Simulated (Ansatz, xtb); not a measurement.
**Ranking isomers of C4H5NO3**

6 gas-phase structures of C4H5NO3, from a drawn sample of its isomers (lower ones may exist). Each was relaxed with GFN2-xTB; where two conformers were screened, the lower at r2SCAN-D4/def2-SVP is listed:

A. `CC(=O)/N=C\C(=O)O`, a singlet
B. `[H]/N=C/[C@@H]1COC(=O)O1`, a singlet
C. `CNC1=COC(=O)O1`, a singlet
D. `O=CN/C=C/OC=O`, a singlet
E. `C=C(OC=O)C(N)=O`, a singlet
F. `NC(=O)/C=C\OC=O`, a singlet

Problem. Estimate their order in r2SCAN-D4/def2-SVP energy at these geometries, lowest first.

Solution. Calculated order at r2SCAN-D4/def2-SVP: F (0.0), E (2.0), A (5.0), C (28.7), D (30.2), B (33.1) kJ/mol. Less than 1 kcal/mol parts F and E; E and A; C and D; D and B, so the order within those pairs means little.

Energies above the lowest of each column, in kJ/mol; the last columns are at PBE0-D3(BJ)/def2-SVP geometries (a dash: not run or not comparable):

| structure | GFN2-xTB | HF/STO-3G | r2SCAN-D4/def2-SVP | PBE0-D3(BJ)/def2-SVP | CCSD(T)/def2-SVP + ΔMP2/def2-TZVPP |
| --- | --- | --- | --- | --- | --- |
| F | 124.2 | 164.8 | 0.0 | 0.0 | 3.2 |
| E | 124.8 | 175.8 | 2.0 | 2.4 | 9.4 |
| A | 111.6 | 152.9 | 5.0 | 4.8 | 0.0 |
| C | 0.0 | 3.0 | 28.7 | 19.6 | 47.7 |
| D | 116.8 | 176.3 | 30.2 | 30.2 | – |
| B | 67.3 | 0.0 | 33.1 | 20.0 | 18.1 |

CCSD(T)/def2-SVP + ΔMP2/def2-TZVPP puts A lowest of those it was run on, with F within 1 kcal/mol; GFN2-xTB picks C, HF/STO-3G picks B. CCSD(T)/def2-SVP + ΔMP2/def2-TZVPP orders those it was run on as A (0.0), F (3.2), E (9.4), B (18.1), C (47.7) kJ/mol. Less than 1 kcal/mol parts A and F, so the order within that pair means little. Flexible structures stand in one conformer each, not always the lowest. Frequencies (GFN2-xTB) were run for A, B, C, E, F alone. The ΔMP2 step shifts differences by up to 13.5 kJ/mol, which makes them less sure. ΔMP2 is the change of the MP2 energy from the smaller to the larger basis.

Over these structures GFN2-xTB departs from r2SCAN-D4/def2-SVP by 47.7 kJ/mol on average once a common shift is removed. A GFN2-xTB relaxation took about 0.075 s and the r2SCAN-D4/def2-SVP energy about 1.8 s on a shared host (Ansatz 0.2.0, xtb 6.7.1).
